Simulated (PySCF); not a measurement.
Spectra and structures to be paired. Computed with TDDFT CAM-B3LYP/def2-SVPD, vertical, gas phase, core orbitals frozen in the response in PySCF. Geometries: PBE0-D3(BJ)/def2-SVP; one conformer of each isolated species. Triplets are in the Tamm–Dancoff approximation. Relativistic effects are left out although some hold elements past zinc. Ions are computed without counter-ions or solvent.

A. `C[N](C)[GeH2][CH2]F`
B. `CO[Si](OC)(OC)OC`
C. `NC(=O)[CH]([GeH3])[GeH3]`
D. `N#CC1=CC=CC=[S+]1`
E. `[GeH3][CH](NC=O)[GeH3]`

Lowest singlet levels (six at most, fewer where fewer were computed) with oscillator strengths:

1. 160 nm (f 0.001); 160 nm (f 0.001); 155 nm (f 0.000); 151 nm (f 0.005); 146 nm (f 0.001 summed over 2 states); 145 nm (f 0.009); T1 7.55 eV
2. 214 nm (f 0.003); 199 nm (f 0.001); 186 nm (f 0.156); 173 nm (f 0.131); 172 nm (f 0.055); 171 nm (f 0.068); T1 5.08 eV
3. 281 nm (f 0.159); 248 nm (f 0.000); 236 nm (f 0.036); 206 nm (f 0.002); 203 nm (f 0.007); 202 nm (f 0.257)
4. 220 nm (f 0.007); 203 nm (f 0.009); 193 nm (f 0.033); 189 nm (f 0.007); 181 nm (f 0.030); 177 nm (f 0.002); T1 5.44 eV
5. 216 nm (f 0.003); 177 nm (f 0.016); 174 nm (f 0.011); 166 nm (f 0.073); 164 nm (f 0.117); 162 nm (f 0.033); T1 5.29 eV

Problem. Which spectrum belongs to which structure?

Solution. 1 = B, 2 = E, 3 = D, 4 = A, 5 = C.
- A: S1 at 5.64 eV, HOMO→LUMO (61%), HOMO→LUMO+1 (34%); Löwdin shares by element: HOMO nitrogen 54%, carbon 23% (atoms not listed hold the other 23%); LUMO germanium 31%, carbon 19% or more, hydrogen 8% or more (atoms not listed hold the other 42%); HOMO -7.52 and LUMO 1.07 eV.
- B: S1 at 7.75 eV, HOMO→LUMO (76%); Löwdin shares by element: HOMO (one of a set within 0.03 eV) oxygen 58% or more, carbon 13% or more (atoms not listed hold the other 30%); LUMO carbon 27% or more, silicon 18% (atoms not listed hold the other 55%); HOMO -9.58 and LUMO 1.12 eV.
- C: S1 at 5.73 eV, HOMO→LUMO+1 (40%), HOMO→LUMO+3 (26%); Löwdin shares by element: HOMO oxygen 65%, carbon 20%, nitrogen 5%; LUMO germanium 39%, hydrogen 19% or more (atoms not listed hold the other 42%); HOMO -9.05 and LUMO 0.68 eV.
- D: S1 at 4.41 eV, HOMO→LUMO (91%); Löwdin shares by element: HOMO carbon 43% or more, nitrogen 23% (atoms not listed hold the other 33%); LUMO carbon 51% or more, sulfur 24% (atoms not listed hold the other 25%); HOMO -14.81 and LUMO -7.65 eV; point group Cs, 1 of its 6 listed states under f = 0.0005.
- E: S1 at 5.80 eV, HOMO-1→LUMO+2 (37%), HOMO-1→LUMO+1 (27%), HOMO-1→LUMO+3 (16%); Löwdin shares by element: HOMO nitrogen 30%, carbon 18% or more, oxygen 17%, germanium 11% or more (atoms not listed hold the other 24%); LUMO germanium 36%, hydrogen 13% or more, carbon 9% or more (atoms not listed hold the other 42%); HOMO -8.60 and LUMO 0.63 eV.
A and C have S1 within 0.10 eV of each other; their strongest listed levels stand at 6.43 eV (f 0.033) and 7.58 eV (f 0.117).
C and E have S1 within 0.07 eV of each other; their strongest listed levels stand at 7.58 eV (f 0.117) and 6.67 eV (f 0.156).
